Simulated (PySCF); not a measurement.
# Spin states of PbCl

Unrestricted PBE0; basis Pb x2c-TZVPPall, Cl x2c-TZVPPall; spin-free X2C with a Gaussian nucleus; PySCF 2.14. Outer shells of the fragments: Pb 5d10 6s2 6p2; Cl 3s2 3p5.

Followed along the bond (rough minima from three points):

| 2Ms+1 | unpaired | ⟨S²⟩ at the start | R at minimum (Å) | Te (eV) |
| --- | --- | --- | --- | --- |
| 2 | π ↑ | 0.75 | 2.45 | 0.00 |
| 4 | σ ↑, π ↑↑ | 3.76 | none in the scan | ≤ 3.88 |

Solutions found at the starting distance of 2.365 Å, counted from the lowest of them; the search is not exhaustive and high or unbound solutions are not listed, so other states can lie among these:

```tsv
2Ms+1	unpaired	term	E (eV)	⟨S²⟩	⟨Lz²⟩	μ (D)
2	π ↑	mixed	0.00	0.75	1.58	-2.91
2	σ ↑	mixed	2.54	0.75	0.58	-2.05
4	σ ↑, π ↑↑	mixed	4.00	3.76	0.58	-0.22
2	σ ↓, π ↑↑	mixed	4.47	1.76	0.58	0.34
4	π ↑↑↑	mixed	4.74	3.76	1.59	2.63
2	π ↑↑↓	mixed	5.02	1.76	3.60	2.65
4	σ ↑↑, π ↑	mixed	6.06	3.75	1.58	0.72
4	σ ↑, π ↑↑	mixed	6.66	3.76	2.59	3.06
4	σ ↑, π ↑↑	mixed	6.81	3.76	2.59	3.09
```

A term symbol is given only where ⟨S²⟩ and ⟨Lz²⟩ are close to those of a pure state; real π, δ and φ orbitals otherwise mix terms. A positive dipole means Pb(−)Cl(+).

These are scalar-relativistic numbers at best; spin–orbit coupling would shift them, the dissociation energy most. Counting both spins, an empty level lies below a filled one in some of these solutions, because spin and occupation are held.
